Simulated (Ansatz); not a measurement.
Computed with Ansatz on PBE0-D4/def2-TZVP structures; ΔE is electronic, products minus reactants. CBS: MP2 limit from def2 TZ/QZ plus the TZ coupled-cluster correction, frozen cores. DFT in def2-TZVPP. Elements past krypton have def2 core potentials. For Hf outer-core shells are correlated without core-valence functions, which leaves a few kJ/mol of doubt a bond. Each species was taken in one conformer, which may not be the lowest.

Consider the ligand exchange at the Hf–N bond: `C[NH][Hf]([F])([F])[F]` + `CCNC` → `CC[N](C)[Hf]([F])([F])[F]` + CH₃NH₂.

`C[NH][Hf]([F])([F])[F]`:

Z-matrix (Å, degrees):
```
C
Hf 1 3.097
N 1 1.452 2 31.6
H 1 1.095 2 123.7 3 -77.2
H 1 1.095 2 78.7 3 180.0
H 1 1.095 2 123.7 3 77.2
F 2 1.908 1 129.6 3 -0.0
F 2 1.913 1 95.7 3 126.1
F 2 1.913 1 95.7 3 -126.1
H 3 1.012 1 111.7 2 180.0
```

`CCNC`:

Cartesian coordinates in Å:
```
C -0.396 -1.508 -1.017
C 0.383 -0.398 -0.345
N -0.503 0.564 0.272
C 0.198 1.611 0.980
H -1.079 -1.099 -1.764
H 0.275 -2.215 -1.508
H -0.990 -2.068 -0.288
H 0.986 0.133 -1.090
H 1.101 -0.831 0.377
H -1.133 0.084 0.903
H -0.518 2.272 1.472
H 0.908 1.242 1.740
H 0.768 2.214 0.267
```

`CC[N](C)[Hf]([F])([F])[F]`:

```xyz
16

C    -0.370    2.007    0.432
C    -0.922    0.591    0.472
N     0.012   -0.425    0.021
C     1.147   -0.637    0.895
Hf   -0.119   -1.585   -1.610
F    -0.153   -3.410   -1.025
F    -1.698   -1.085   -2.561
F     1.480   -1.339   -2.637
H    -0.061    2.274   -0.581
H    -1.133    2.719    0.756
H     0.491    2.125    1.093
H    -1.249    0.353    1.495
H    -1.819    0.540   -0.155
H     1.809    0.234    0.947
H     0.824   -0.887    1.914
H     1.760   -1.476    0.542
```

CH₃NH₂:

```xyz
7

C    -0.398    0.027   -0.405
N     0.458   -0.312    0.719
H    -0.114    0.937   -0.955
H    -1.424    0.157   -0.053
H    -0.407   -0.802   -1.116
H     0.472    0.440    1.396
H     1.413   -0.447    0.413
```

CCSD(T)/CBS gives -0.02 eV.

Another level gave +0.03 eV. Which?
A. r2SCAN0/def2-TZVPP
B. BHLYP/def2-TZVPP
C. RPA@PBE/def2-TZVPP
D. HF/def2-TZVPP

A. r2SCAN0 0.03, HF/def2-TZVPP 0.12, RPA@PBE/def2-TZVPP -0.05, BHLYP 0.07 eV.

Largest T1 diagnostic among the species: 0.015.

Leaving LDA and LC-ωPBE aside and taking each functional with its dispersion term where it has one, the values, not all of them listed here, spread over 0.03 eV, from BLYP-D4 to CAM-B3LYP-D4. LDA lies −0.04 eV from PBE without D4. In def2-TZVPP, CCSD(T) changes the Hartree–Fock value by −0.16 eV (the triples alone add −0.03 eV) and MP2 by −0.18 eV.
